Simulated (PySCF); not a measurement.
Effect of structural changes

Theory: PySCF, TDDFT CAM-B3LYP/def2-SVPD circular dichroism and optical rotation, one conformer, gas phase. Geometry: GFN2-xTB.

Each molecule in one low-energy conformer. The parent is N#C[C@@H]1C[Si@@H]1[SiH](N)N.

The molecule is flexible and this is one conformer; a measurement averages over conformers.

How does the specific rotation at 589.3 nm (origin-invariant length gauge) change along this series?
- N#C[C@@H]1C[Si@@H]1[SiH](N)N (base)
- N#C[C@H]1C[Si@@H]1[SiH](N)N (diastereomer)


| molecule | [α]589 (deg dm⁻¹ (g/mL)⁻¹) | S1 (eV) | R(S1), velocity form (10⁻⁴⁰ esu² cm²) |
| --- | --- | --- | --- |
| N#C[C@@H]1C[Si@@H]1[SiH](N)N | +302.6 | 5.74 | -42.3 |
| N#C[C@H]1C[Si@@H]1[SiH](N)N | +242.8 | 5.64 | +46.8 |

The specific rotation at 589.3 nm (origin-invariant length gauge) is lowest for N#C[C@H]1C[Si@@H]1[SiH](N)N and highest for N#C[C@@H]1C[Si@@H]1[SiH](N)N.
